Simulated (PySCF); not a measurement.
**Basis and Hamiltonian dependence of the ionisation energy of Pd+**

Pd+ [Kr] 4d9 (2D) → Pd(2+) [Kr] 4d8 (3F). All values are computed (PySCF 2.14, energy differences of UHF-based or UKS calculations, no spin-orbit coupling). Values in eV.

```csv
basis,Hamiltonian,functions,UHF,PBE,PBE0,MP2 (valence),CCSD(T) (valence),CCSD(T) (valence and next inner shell)
def2-SVP with the def2 core potential (28 electrons),ECP,31,17.497,19.776,n/a,18.695,n/a,n/a
cc-pVDZ-PP with ECP28MDF,ECP,38,17.376,n/a,19.380,18.860,n/a,n/a
def2-TZVP with the def2 core potential (28 electrons),ECP,40,17.435,19.716,n/a,18.866,n/a,n/a
x2c-SVPall,spin-free X2C,53,17.465,19.850,19.544,18.929,n/a,n/a
def2-TZVPPD with the def2 core potential (28 electrons),ECP,56,17.425,19.727,19.449,19.340,19.149,19.136
x2c-TZVPall,spin-free X2C,63,17.437,n/a,19.516,18.909,n/a,n/a
ANO-RCC-VTZP,spin-free X2C,68,17.440,19.838,19.528,19.445,19.241,19.273
aug-cc-pwCVDZ-PP with ECP28MDF,ECP,70,17.343,19.656,19.373,19.253,19.053,18.999
x2c-TZVPPall,spin-free X2C,79,17.432,19.833,19.526,19.373,19.173,19.192
def2-QZVPPD with the def2 core potential (28 electrons),ECP,88,17.418,19.731,19.449,19.471,19.271,n/a
"x2c-TZVPPall with one added diffuse shell each of s, p, d, f type",spin-free X2C,95,17.433,19.833,19.526,19.421,19.222,19.247
aug-cc-pVTZ-DK,spin-free X2C,102,17.436,19.842,19.532,19.481,19.286,n/a
"aug-cc-pVTZ-PP with one added diffuse shell each of s, p, d, f, g type with ECP28MDF",ECP,113,17.366,19.680,19.396,19.415,n/a,n/a
"x2c-QZVPPall with one added diffuse shell each of s, p, d, f, g type",spin-free X2C,143,17.426,19.827,19.519,19.499,n/a,n/a
```

Frozen in the all-electron rows: valence: [Kr]; valence and next inner shell: [Ar] 3d10; with a core potential, the same shells as far as they lie outside it.

Between the lowest levels the reference is 19.43 ± 0.12 eV (semi-empirical (NIST evaluation); NIST Atomic Spectra Database, ionization energies); it includes spin-orbit coupling, which these numbers lack.
